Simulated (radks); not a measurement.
All-electron atom: Rb3+ in [Ar] 3d10 4s2 4p4. Calculated with a radial shooting solver on a logarithmic mesh with Libxc functionals: Dirac Kohn-Sham, PBE, spin-unpolarised, spherical densities, finite nucleus; open shells fill j = l - 1/2 first; Fermi nuclear charge, rms radius 4.2036 fm.

Radial electron density D(r) = 4 pi r^2 rho(r):

r (bohr),D(r) (e/bohr)
0.003883,5.894
0.005016,8.874
0.006531,13.19
0.008505,18.96
0.01107,26.09
0.01431,33.71
0.01863,40.96
0.02426,45.62
0.03133,46.09
0.0408,42.65
0.05312,38.81
0.06862,39.80
0.08936,47.38
0.1164,54.94
0.1515,52.20
0.1957,40.01
0.2548,31.66
0.3318,35.58
0.4286,39.12
0.5582,30.19
0.7268,15.75
0.9388,7.953
1.222,6.035
1.592,4.446
2.073,2.006
2.677,0.5118
3.486,0.06075
4.54,0.002809

D(r) has 3 maxima, at r = 0.0282, 0.126, 0.412 bohr, and minima at 0.0585, 0.263 bohr, inside which lie 2.08, 11.05 electrons.
